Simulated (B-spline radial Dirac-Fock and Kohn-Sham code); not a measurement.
Kohn-Sham estimates against Dirac-Fock for the levels of Tm⁵⁺

System: thulium as Tm⁵⁺, configuration [Kr] 4d10 4f11 5s2 5p5.

The density-functional columns are spherical, spin-unpolarised Dirac-Kohn-Sham results without Breit or QED terms: −ε is minus the orbital energy of the initial state and ΔSCF the difference of two total energies. The reference in the last column comes from Dirac-Fock ΔSCF + Breit + QED. All numbers are from a B-spline atomic structure program, in eV; a selection of levels is shown. For the 1s level of heavy atoms much of the gap between ΔSCF and the reference is the Breit and QED part, -276.6 eV here; for other levels the error of the functional can be larger.

| level | PBE −ε | PBE ΔSCF | LDA −ε | LDA ΔSCF | Dirac-Fock |
| --- | --- | --- | --- | --- | --- |
| K | 59276.0 | 59784.3 | 59223.6 | 59730.3 | 59465.9 |
| L1 | 10056.7 | 10150.1 | 10049.4 | 10143.1 | 10202.4 |
| L2 | 9590.0 | 9709.3 | 9586.8 | 9706.2 | 9697.3 |
| L3 | 8609.9 | 8715.0 | 8607.9 | 8713.1 | 8728.4 |
| M1 | 2318.3 | 2346.9 | 2316.3 | 2345.0 | 2394.2 |
| M2 | 2112.7 | 2143.2 | 2111.9 | 2142.5 | 2173.7 |
| M3 | 1905.8 | 1933.9 | 1905.3 | 1933.6 | 1966.2 |
| M4 | 1554.6 | 1588.0 | 1554.8 | 1588.2 | 1594.8 |
| M5 | 1509.4 | 1541.9 | 1509.6 | 1542.2 | 1550.5 |
| N1 | 515.9 | 530.1 | 515.0 | 529.3 | 555.1 |
| N2 | 433.1 | 447.2 | 432.7 | 446.9 | 465.4 |
| N4 | 249.6 | 263.0 | 249.6 | 263.1 | 270.3 |
| N5 | 241.0 | 254.3 | 241.0 | 254.3 | 261.7 |
| N6,7 | 73.98 | 85.98 | 74.38 | 86.38 | 82.35 |
| O1 | 117.7 | 126.6 | 118.0 | 127.0 | 127.8 |
| O2,3 | 88.51 | 96.59 | 88.86 | 96.97 | 94.92 |

Task: Order the estimates of the K (1s) level by their distance from the Dirac-Fock value, nearest first.
A. LDA ΔSCF
B. PBE ΔSCF
C. PBE −ε
D. LDA −ε

Result: C (189.9 eV), D (242.3 eV), A (264.3 eV), B (318.3 eV).

An eigenvalue near the reference for a deep level is a cancellation of errors: it lacks relaxation, carries self-interaction and omits Breit and QED terms.

Values without a named source are computed, but for edge energies of neutral atoms, which are taken from tables.
